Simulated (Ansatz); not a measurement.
Program: Ansatz. Geometries: PBE0-D4/def2-TZVP. ΔE: electronic, gas phase. CBS: MP2 limit from def2 TZ/QZ plus the TZ coupled-cluster correction, frozen cores. This one scheme is used for every species. DFT in def2-TZVPP. B3LYP here is the variant with VWN-RPA as its local correlation; programs differ in this. Each species was taken in one conformer, which may not be the lowest.

`[BH2][Al]1[CH2][NH]1` + CH₃OH → `C[O][Al]1[CH2][NH]1` + BH₃  (cleavage of the Al–B bond)

```
        level  ΔE (kcal/mol)
     B3LYP-D4          -32.3
      ωB97X-V          -32.0
       r2SCAN          -30.5
MP2/CBS(def2)          -34.9
```

(1) What does CCSD(T)/CBS give? (Best estimate.)

Largest T1 diagnostic among the species: 0.016.

Results:

(1) Computed: -32.0 kcal/mol. The listed levels differ from it by -0.3, 0.0, 1.5, -2.9 kcal/mol.

In def2-TZVPP, CCSD(T) changes the Hartree–Fock value by +4.3 kcal/mol (the triples alone add +0.7 kcal/mol) and MP2 by +1.5 kcal/mol. From PBE to PBE0 (25 % exact exchange), in def2-TZVPP and without D4, ΔE moves by −2.6 kcal/mol.
